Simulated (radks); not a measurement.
The numbers below are computed, except where a source is named.
Neutral erbium, 68 electrons, occupied as [Xe] 4f12 6s2.

Level of theory: Dirac Kohn-Sham, PBE, spin-unpolarised, spherical densities, point nucleus; open shells are shared between the two j in proportion to 2j + 1; speed of light set to 274.072 atomic units (2 times the physical value, a model run) (a radial shooting solver on a logarithmic mesh with Libxc functionals).

Energy parts (hartree):
total: -12637.2944
kinetic: 12913.0236
electron-nucleus: -30316.6731
Hartree: 5035.1519
exchange-correlation: -268.7968

Orbitals (lengths in bohr, moments of r in powers of bohr; r(max) is where P^2 peaks):
\begin{tabular}{lrrrrr}
orbital & occ. & eigenvalue (hartree) & <r^4> & <r> & r(max) \\ \hline
1s1/2 & 2 & -1995.545 & 1.050e-06 & 0.02184 & 0.01433 \\
2s1/2 & 2 & -324.7755 & 0.0001717 & 0.09250 & 0.07903 \\
2p1/2 & 2 & -309.8422 & 0.0001080 & 0.07805 & 0.06099 \\
2p3/2 & 4 & -302.4011 & 0.0001159 & 0.07978 & 0.06246 \\
3s1/2 & 2 & -72.34356 & 0.006280 & 0.2382 & 0.2198 \\
3p1/2 & 2 & -65.63017 & 0.005674 & 0.2280 & 0.2075 \\
3p3/2 & 4 & -64.08113 & 0.005981 & 0.2313 & 0.2105 \\
3d3/2 & 4 & -51.81352 & 0.004204 & 0.2040 & 0.1669 \\
3d5/2 & 6 & -51.42946 & 0.004279 & 0.2051 & 0.1678 \\
4s1/2 & 2 & -13.93873 & 0.1537 & 0.5367 & 0.4998 \\
4p1/2 & 2 & -11.24594 & 0.1740 & 0.5474 & 0.5029 \\
4p3/2 & 4 & -10.90217 & 0.1837 & 0.5549 & 0.5094 \\
4d3/2 & 4 & -6.15805 & 0.2555 & 0.5836 & 0.5119 \\
4d5/2 & 6 & -6.08672 & 0.2605 & 0.5864 & 0.5141 \\
5s1/2 & 2 & -1.67248 & 6.100 & 1.336 & 1.183 \\
5p1/2 & 2 & -0.96661 & 11.09 & 1.519 & 1.298 \\
5p3/2 & 4 & -0.92521 & 11.94 & 1.546 & 1.319 \\
4f5/2 & 5.14286 & -0.23539 & 2.540 & 0.7926 & 0.5021 \\
4f7/2 & 6.85714 & -0.22475 & 2.649 & 0.7973 & 0.5035 \\
6s1/2 & 2 & -0.13247 & 680.3 & 4.255 & 3.611 \\
\end{tabular}

The highest occupied level is 6s1/2 at -3.605 eV. The density falls to 0.001 e/bohr^3 at r = 5.22 bohr.

Run on one thread of a shared host, so times are rough (Arm Neoverse V2): 0.17 s of CPU time, 0.17 s wall, 15 iterations on 2728 mesh points.
